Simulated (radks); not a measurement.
Species: the selenium ion Se+. Configuration: [Ar] 3d10 4s2 4p3.

Method: scalar-relativistic Kohn-Sham, r2SCAN, spin-polarised, spherical densities, finite nucleus; open shells are filled with parallel spins first; meta-GGA in the generalised Kohn-Sham scheme; Fermi nuclear charge, rms radius 4.14 fm; computed with a radial shooting solver on a logarithmic mesh with Libxc functionals.

Energy parts (eV):
| part | energy |
|---|---|
| total | -66124.924 |
| kinetic | 67478.392 |
| electron-nucleus | -159081.451 |
| Hartree | 27872.145 |
| exchange-correlation | -2394.011 |

Orbitals (lengths in bohr, moments of r in powers of bohr; <r^-3> diverges for s and p1/2):
orbital,occ.,eigenvalue (eV),<r^-3>,<1/r>,<r^2>
1s up,1,-12548.95,-,34.56,0.002618
1s down,1,-12548.69,-,34.56,0.002618
2s up,1,-1630.839,-,7.649,0.04519
2s down,1,-1630.803,-,7.648,0.04518
2p up,3,-1433.633,1228,7.475,0.03585
2p down,3,-1433.446,1227,7.474,0.03586
3s up,1,-229.6595,-,2.493,0.3777
3s down,1,-229.4403,-,2.492,0.3778
3p up,3,-167.2099,173.9,2.336,0.4068
3p down,3,-166.9470,173.8,2.336,0.4062
3d up,5,-64.6233,19.85,2.028,0.4996
3d down,5,-64.2234,19.97,2.035,0.4901
4s up,1,-28.8858,-,0.7487,3.511
4s down,1,-25.0941,-,0.7584,3.482
4p up,3,-16.9216,13.23,0.6214,5.013
4p down,0,-12.9798,13.73,0.6280,4.973

The highest occupied level is 4p up at -16.922 eV. The electron density at the nucleus is 4.025e+04 e/bohr^3 (large components only). For comparison, the ionisation energy in NIST's Atomic Spectra Database is 21.20 eV (measured). In exact Kohn-Sham theory the highest level is minus the ionisation energy, but local and semilocal functionals leave it too shallow, through self-interaction and a potential that decays too fast; potentials with the right tail come closer. The spin density at the nucleus is -0.999 e/bohr^3 (1s -0.493, 2s 0.273, 3s 0.555, 4s -1.334). Spin moment in Bohr magnetons: 3. The density falls to 0.001 e/bohr^3 at r = 3.86 bohr. Summed over all electrons, <r^2> = 30.49 bohr^2, which gives a Langevin (diamagnetic) susceptibility term of -24.1 x 10^-6 cm^3/mol.
